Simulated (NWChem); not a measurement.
silylarsine (SiAsH₅); SMILES [SiH3][AsH2]

```xyz
7

Si    -0.0181    -1.5837     0.0000
As    -0.0498     0.8085     0.0000
H     -0.7413    -2.0657    -1.2073
H     -0.7413    -2.0657     1.2073
H      1.3512    -2.1653     0.0000
H      1.0145     0.8939    -1.1016
H      1.0145     0.8939     1.1016
```
Atoms are numbered in this order, from 1.

Geometry: optimised at B3LYP/6-31G* (spherical d).

Symmetry labels are those of Cs in the frame above (b1 and b2, or b-type labels, depend on it).

### Question
List the 4 lowest vertical singlet excitations from B3LYP/def2-SVPD, TDA (NWChem).

### Answer
```tsv
state	energy (eV)	oscillator strength	symmetry	leading excitation (squared amplitude)
S1	6.21	0.061	a'	HOMO → LUMO+1 (0.97)
S2	6.38	0.014	a"	HOMO → LUMO+2 (0.94)
S3	6.52	0.252	a'	HOMO → LUMO (0.84)
S4	7.18	0.007	a"	HOMO → LUMO+4 (0.93)
```
